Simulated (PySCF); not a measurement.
dimethyl(silyl)silane (C₂H₁₀Si₂), SMILES C[SiH](C)[SiH3]. Atoms are numbered in the order given.

```xyz
14

Si     1.7993     0.0978     0.0000
Si    -0.4932    -0.4230     0.0000
C     -1.3098     0.2728     1.5524
C     -1.3098     0.2728    -1.5524
H      2.4862    -0.4516     1.2120
H      2.4862    -0.4516    -1.2120
H      1.9931     1.5843     0.0000
H     -0.6298    -1.9175     0.0000
H     -0.8572    -0.1428     2.4666
H     -2.3855     0.0312     1.5684
H     -1.2089     1.3695     1.5935
H     -1.2089     1.3695    -1.5935
H     -0.8572    -0.1428    -2.4666
H     -2.3855     0.0312    -1.5684
```

Geometry optimised at r2SCAN-D4/def2-SVP.

These are PBE0/def2-TZVP (PySCF) values and carry that method's errors.

Gas-phase values at a fixed geometry.

```
Quantity                                                                                                       Result
---------------------------------------------------------------------------------------------  ----------------------
total energy                                                                                       -660.92418 hartree
point group                                                                                                        Cs
highest occupied level                                                                                       -7.74 eV
lowest empty level                                                                                            0.38 eV
orbital gap                                                                                                   8.12 eV
dipole moment                                                                                                  1.16 D
quadrupole, principal values (traceless, Buckingham form, about the centre of nuclear charge)   -1.58, 0.00, 1.58 D·Å
mean static polarisability                                                                      83.3 bohr³ (12.34 Å³)
polarisability, principal values                                                               73.3, 82.1, 94.3 bohr³
```
